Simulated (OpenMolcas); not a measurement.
## Ni5+, Pd5+, Pt5+: d⁵ down the group

```json
{
  "Program": "OpenMolcas 26.06",
  "Method": "RASSCF",
  "Basis": "ANO-R2",
  "Scalar Hamiltonian": "X2C, finite nucleus",
  "Spin-orbit coupling": "state interaction with AMFI integrals over the reference wave functions, term energies averaged over their components"
}
```

Active space for each ion: 11 electrons in 8 orbitals (RAS1 p, at most 2 holes; RAS2 d).

Computed levels in cm-1 above ⁶S_5/2:

| Level | Ni5+ | Pd5+ | Pt5+ |
| --- | --- | --- | --- |
| ⁴G_7/2 | 48232 | 33371 | 29431 |
| ⁴G_11/2 | 48257 | 33596 | 31241 |
| ⁴G_9/2 | 48284 | 33747 | 32564 |
| ⁴P_1/2 | 49949 | 35079 | 33340 |
| ⁴D_7/2 | 57142 | 39307 | 38904 |
| ⁴D_1/2 | 57314 | 40421 | 43784 |
| ²I_11/2 | 70480 | 48644 | 45646 |
| ²I_13/2 | 70708 | 49927 | 50376 |
| ²H_9/2 | 81209 | 56479 | 56367 |
| weight of ⁶S in the lowest level (%) | 100 | 98 | 84 |

Mixed levels, with the weight of the term that names them: Pd5+ ²H_9/2 (69 %), Pt5+ ⁴G_7/2 (61 %), Pt5+ ⁴P_1/2 (70 %), Pt5+ ⁴D_7/2 (63 %), Pt5+ ²I_11/2 (70 %), Pt5+ ²H_9/2 (55 %).

Measured, with the error of the calculation in %. Measured levels: Ni5+ from Corliss and Sugar, J. Phys. Chem. Ref. Data 10, 197 (1981).

```tsv
Level	Ni5+
⁴G_11/2	41921 (+15.1)
⁴P_1/2	46325 (+7.8)
⁴D_7/2	50331 (+13.5)
²I_11/2	61196 (+15.2)
²I_13/2	61280 (+15.4)
²H_9/2	72909 (+11.4)
```

Without spin-orbit coupling ⁴G lies 48249, 33536, 30700 cm-1 above ⁶S in that order; the difference to the level ⁴G_7/2, of either sign, comes from spin-orbit coupling, which also lowers the zero.

Without dynamic correlation excited terms often stand tens of per cent too high (terms of higher spin than the ground term too low), and those without a measured partner can miss by more than the paired ones. Active for correlation alone: 3p; no level in the range computed is led by a configuration that opens it, so any true level of that kind is missing (holds for Ni5+). Active for correlation alone: 4p; no level in the range computed is led by a configuration that opens it, so any true level of that kind is missing (holds for Pd5+). Active for correlation alone: 5p; no level in the range computed is led by a configuration that opens it, so any true level of that kind is missing (holds for Pt5+). Computed and measured levels are paired by configuration, term and J; levels that our copy of the source lacks, or whose pairing is in doubt (as where it misses far off the trend of its configuration), stay unpaired and out of the deviations. Only configurations of the active space appear.
